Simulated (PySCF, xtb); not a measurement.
ScCl3, SMILES [Cl][Sc]([Cl])[Cl].

GFN2-xTB run with xtb at its own geometry gives an orbital gap of 1.85 eV and a dipole moment of 2.82 D.

Geometry: B3LYP-D3(BJ)/def2-SVP. The isomer is the one that the SMILES or the coordinates give; other isomers of the formula were not compared.

**Question.** What does HF/def2-TZVPD (PySCF) give? (The exact figures need the calculation; the answer reports its results.)

**Answer.** gap 12.34 eV (levels -12.49 and -0.14 eV), dipole 0.00 D.
